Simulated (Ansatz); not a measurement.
This geometry of C₄H₉NSi (15 atoms, charge 0, multiplicity 1) is a first-order saddle point.

The calculation used RKS PBE/def2-SVP in Ansatz.

```xyz
15
Properties=species:S:1:pos:R:3
C -0.502 -2.896 -0.063
C 0.231 -1.824 0.166
C 0.991 -0.765 0.389
C 1.153 0.422 -0.527
Si 0.107 1.896 0.096
N -1.583 1.518 0.147
H -0.076 -3.795 -0.542
H -1.571 -2.942 0.214
H 1.520 -0.716 1.361
H 2.218 0.741 -0.568
H 0.829 0.178 -1.560
H 0.675 2.275 1.446
H 0.244 3.071 -0.836
H -2.282 2.045 -0.372
H -1.976 0.741 0.678
```

Which two structures does it join? (They come from a converged band through this point; their orientation in space is the band's.)

No bond is made or broken. The height of N6 over the plane of its neighbours goes from -0.28 to 0.27 Å.

Initial state:

```xyz
15
Properties=species:S:1:pos:R:3
C -0.474 -2.931 -0.023
C 0.207 -1.830 0.222
C 0.912 -0.736 0.459
C 1.132 0.405 -0.505
Si 0.105 1.932 -0.012
N -1.577 1.470 -0.090
H 0.019 -3.837 -0.420
H -1.561 -2.998 0.158
H 1.355 -0.624 1.468
H 2.204 0.702 -0.515
H 0.850 0.115 -1.538
H 0.621 2.401 1.336
H 0.315 3.065 -0.984
H -2.290 2.192 0.045
H -1.839 0.625 0.429
```

Final state:

```xyz
15
Properties=species:S:1:pos:R:3
C -0.533 -2.855 -0.044
C 0.228 -1.801 0.173
C 1.015 -0.757 0.379
C 1.155 0.442 -0.524
Si 0.090 1.906 0.110
N -1.632 1.623 0.193
H -0.144 -3.754 -0.554
H -1.590 -2.887 0.277
H 1.583 -0.730 1.330
H 2.214 0.779 -0.570
H 0.836 0.203 -1.560
H 0.566 2.238 1.500
H 0.300 3.080 -0.811
H -2.150 1.580 -0.689
H -1.960 0.881 0.818
```

How far does it lie above each of them?

2.8 kJ/mol above the first and 2.5 kJ/mol above the second. This is the barrier of this one path; another mechanism may lie lower.

Run time: 3.9 min on 2 threads of Intel(R) Xeon(R) Platinum 8488C (Sapphire Rapids), with other jobs on the host, peak memory 0.21 GiB.
